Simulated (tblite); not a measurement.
Species: C₆H₇ClF₂O.
Z-matrix (Å and degrees, GFN2-xTB geometry), rows numbered from 1:
```
F 
C   1  1.3683
C   2  1.5371  1  109.73
C   3  1.4986  2  112.37  1   -72.62
C   4  1.3253  3  108.95  2  -118.35
Cl  5  1.7014  4  128.62  3   178.47
C   5  1.5087  4  110.37  3    -2.79
C   7  1.5397  5  113.34  4  -115.06
F   8  1.3662  7  110.44  5   -83.50
O   7  1.4174  5  104.34  4     3.98
H   2  1.0939  1  107.56  3  -121.04
H   2  1.0933  1  107.77  3   119.78
H   3  1.1006  2  108.07  1    51.57
H   4  1.0716  3  122.34  2    59.34
H   7  1.0999  5  111.99  4   122.67
H   8  1.0944  7  111.63  5    36.21
H   8  1.0941  7  108.91  5   158.48
```

Method: GFN2-xTB as coded in tblite; computed harmonic values from a numerical Hessian at the method's own geometry, unscaled. This tight-binding method is rough: wavenumbers can miss measured ones by several per cent, in bad cases by 10 to 20. One conformer, not necessarily the lowest.

Harmonic wavenumbers (cm⁻¹): 31.8, 54.8, 73.9, 116.3, 165.3, 201.1, 278.8, 295.3, 312.6, 402.2, 468.2, 523.2, 560.7, 736.3, 794.2, 817.6, 896.0, 940.4, 999.7, 1019.1, 1033.8, 1050.7, 1065.3, 1070.9, 1099.4, 1107.6, 1173.2, 1177.7, 1181.6, 1231.3, 1249.5, 1274.2, 1285.6, 1315.1, 1319.3, 1436.4, 1438.4, 1671.6, 2858.5, 2875.8, 2956.3, 2961.9, 2963.1, 2968.7, 3174.5.

A = 1897, B = 664.5, C = 515.7 MHz; mass 168.015 u (most abundant isotopes); point group C1, symmetry number 1.

Problem. Zero-point energy?

Solution. Half the sum of the wavenumbers: 26314 cm⁻¹ = 314.78 kJ/mol.

Problem. What is S at 350 K and 1 bar for an ideal gas of classical rigid rotors and harmonic oscillators?

Solution. Translation 176.09, rotation 129.95, vibration 151.77: S = 457.8 J/(mol K).

Problem. And Cp and H(350 K) − H(0)?

Solution. Cp = 175.93 J/(mol K), of which vibrations give 142.67 (their classical limit is 45 R = 374.2); H(350 K) − H(0) = 37.74 kJ/mol without the zero-point energy, 26.10 from vibrations.

Problem. What must be added to the electronic energy to get the Gibbs energy at 350 K and 1 bar?

Solution. ZPE + [H(350 K) − H(0)] − T·S = 314.78 + 37.74 − 160.23 = 192.29 kJ/mol.

Problem. How do the functions run with temperature in this model?

Solution. 
```csv
T (K),S (J/(mol K)),Cp (J/(mol K)),H − H(0) (kJ/mol),G − H(0) (kJ/mol),ln q(vib)
100,309.8,81.6,5.84,-25.14,2.44
200,377.6,117.3,15.81,-59.70,5.33
300,432.3,155.9,29.44,-100.24,8.00
500,529.8,228.5,68.24,-196.65,13.07
800,653.2,294.8,147.78,-374.77,20.23
1000,722.0,321.4,209.56,-512.44,24.62
```

q(vib) and H(0) count from the zero-point level.

Problem. Blend soft modes into free rotors: weight 1/[1 + (100 cm⁻¹/ν̃)⁴] for the oscillator and the rest for a rotor with moment μB/(μ + B), μ = h/(8π²ν), B = 10⁻⁴⁴ kg m². What vibrational entropy results?

Solution. 134.45 J/(mol K) in place of 151.77, which changes −T·S at 350 K by +6.06 kJ/mol.

Problem. Which modes carry the vibrational entropy at 350 K?

Solution. 31.8 cm⁻¹: 25.24; 54.8 cm⁻¹: 20.72; 73.9 cm⁻¹: 18.25; 116.3 cm⁻¹: 14.53; 165.3 cm⁻¹: 11.69; 201.1 cm⁻¹: 10.13 J/(mol K); the other 39 give 51.21 together.

Hindered rotation and anharmonicity are outside this model. Other conformers, if any are populated, would add a mixing term that is left out. The structure is chiral; the term R ln 2 for an equal mix with its mirror image is left out.
